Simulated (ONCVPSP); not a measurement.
Which change was made? (W, ONCV)

* Element: tungsten (W)
* Generator: ONCVPSP 4.0.1
* Type: optimised norm-conserving Vanderbilt (ONCV)
* Functional: LDA (Perdew-Wang 92)
* Relativity: scalar-relativistic
* Frozen core: [Kr] 4d10 4f14
* Valence charge: 14
* Reference configuration: 5s2 5p6 5d4 (charge +2)
* Partial waves: 5s: rc 1.80 bohr, ncon 4, nbas 7, qcut 7.3 1/bohr, 3 projectors, debl 1.1 Ha; 5p: rc 1.20 bohr, ncon 3, nbas 6, qcut 5.5 1/bohr, 2 projectors, debl 2.6 Ha; 5d: rc 2.25 bohr, ncon 5, nbas 9, qcut 7.3 1/bohr, 2 projectors, debl 3.4 Ha
* Local potential: polynomial inside 0.80 bohr (lpopt 5, dvloc0 3 Ha)
* Core correction: none

In the s channel the program set the typed energies aside and used -3.510, 0.050, 1.150 Ha.

Cutoffs, loose and tight: the cutoffs (Ha) at which the residual kinetic energy of the hardest occupied pseudo-wave falls to 1 and 0.1 mHa per electron. They do not see the model core or the augmentation charge, which bear on the density cutoff. Test errors are all-electron minus pseudo excitation energies from the reference, over the configurations 5s2 5p6 5d4 6s2; 5s2 5p6 5d4 6s1; 5s2 5p6 5d3; 5s2 5p6 5d5; variants that change the core or the reference have their own tests.

The base gives: outcome: generated, projector energies reset by the program; bound ghosts: s; GHOST(+) flags above zero: p; largest test error (meV): +11.

**Question.** After one change the result is: outcome: generated, projector energies reset by the program; bound ghosts: s; GHOST(+) flags above zero: p; largest test error (meV): -7.8. Which change was it?
A. local potential polynomial inside 0.80 bohr (lpopt 5, dvloc0 9.5 Ha)
B. core correction Teter function, fcfact 5.5, rcfact 1.05
C. reference 5s2 5p6 5d4 6s1; wave 5s: rc 1.80 bohr, ncon 4, nbas 7, qcut 7.3 1/bohr, 3 projectors, debl 1.1 Ha becomes 5s+6s: rc 1.80 bohr, ncon 4, nbas 7, qcut 7.3 1/bohr, 3 projectors, debl 1.1 Ha

**Answer.** B. The others give: reference 5s2 5p6 5d4 6s1; wave 5s: rc 1.80 bohr, ncon 4, nbas 7, qcut 7.3 1/bohr, 3 projectors, debl 1.1 Ha becomes 5s+6s: rc 1.80 bohr, ncon 4, nbas 7, qcut 7.3 1/bohr, 3 projectors, debl 1.1 Ha → outcome: generated; bound ghosts: s; GHOST(+) flags above zero: p; largest test error (meV): -12 | local potential polynomial inside 0.80 bohr (lpopt 5, dvloc0 9.5 Ha) → outcome: generated, projector energies reset by the program; bound ghosts: none; GHOST(+) flags above zero: s, p; largest test error (meV): +11.
